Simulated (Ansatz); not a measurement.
PtS2⁻. The state is a quartet with charge -1. Geometry PBE0-D4/def2-TZVPD.

```xyz
3

Pt   -0.303   -0.095   -0.216
S     0.516   -1.976    0.484
S    -0.214    2.071   -0.268
```

In the def2 sets Pt takes a core potential; there is no spin–orbit coupling. At PBE0-D4/def2-TZVPD a doublet of charge -1 lies 0.54 eV below the quartet, each at its own geometry. The structure comes from a short search, and lower isomers may exist.

Q: Estimate the α-spin orbital energies around the gap (eV) in Ansatz with PBE-D4/def2-TZVPD, r2SCAN-D4/def2-TZVPD, B97M-V/def2-TZVPD, r2SCANh-D4/def2-TZVPD, PBE0-D4/def2-TZVPD.

A: 
```
orbital  PBE-D4/def2-TZVPD  r2SCAN-D4/def2-TZVPD  B97M-V/def2-TZVPD  r2SCANh-D4/def2-TZVPD  PBE0-D4/def2-TZVPD
 HOMO−5              -2.10                 -2.36              -2.39                  -2.78               -3.25
 HOMO−4              -1.79                 -2.24              -2.20                  -2.77               -3.23
 HOMO−3              -1.55                 -1.91              -1.93                  -2.41               -2.91
 HOMO−2              -1.48                 -1.78              -1.65                  -2.20               -2.61
 HOMO−1              -0.36                 -0.67              -0.64                  -1.13               -1.57
   HOMO              -0.33                 -0.64              -0.61                  -1.11               -1.57
   LUMO               2.98                  3.28               2.90                   3.44                3.36
 LUMO+1               3.00                  3.53               3.01                   3.59                3.40
 LUMO+2               3.29                  3.67               3.21                   3.73                3.60
 LUMO+3               3.29                  3.79               3.33                   3.87                3.72
 LUMO+4               3.97                  4.39               3.99                   4.50                4.45
 LUMO+5               4.10                  4.61               4.09                   4.67                4.45
 β HOMO              -0.92                 -1.07              -1.17                  -1.41               -1.79
 β LUMO              -0.65                 -0.50              -0.61                  -0.17                0.21
```
